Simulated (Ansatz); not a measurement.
The B1–I3 bond of BHI2 (SMILES IBI) is stretched (multiplicity 1, the rest rigid).
Geometry at rest (charge 0, multiplicity 1):
```
atom    x (Å)    y (Å)    z (Å)
----  -------  -------  -------
B     -0.7042  -0.4270  -0.4638
H     -1.5832  -0.9600  -1.0428
I     -0.4043   1.6431  -0.7670
I      0.5006  -1.5847   0.8305
```

Cores are frozen in the correlated methods. Filled d and f shells under p-block atoms count as core.

Run with Ansatz (a first-principles code). Values without a source in brackets are computed. In def2 rows elements past Kr take small-core potentials, without spin–orbit coupling.

FIC-MRCISD+Q on CASSCF(6,4)/def2-TZVPP, total energies (hartree):

```
R (Å)       CASSCF       MRCISD  weight c² of the reference
-----  -----------  -----------  --------------------------
2.114  -618.650895  -618.998297                     0.86581
3.699  -618.549354  -618.881402                     0.86590
6.763  -618.536064  -618.864618                     0.86733
```

Question: Add the Davidson correction (E_MRCISD − E_CASSCF)(1 − c²)/c² and give the energies above the first point at the three levels.

Answer: 
Corrections (hartree): -0.053844, -0.051424, -0.050255. Above the first point (kcal/mol):
- R = 3.699 Å: CASSCF 63.7, MRCISD 73.4, with the correction 74.9
- R = 6.763 Å: CASSCF 72.1, MRCISD 83.9, with the correction 86.1

Doubts at one or more of the structures used: active orbitals that take no part (FIC-MRCISD+Q on CASSCF(6,4)/def2-TZVPP).
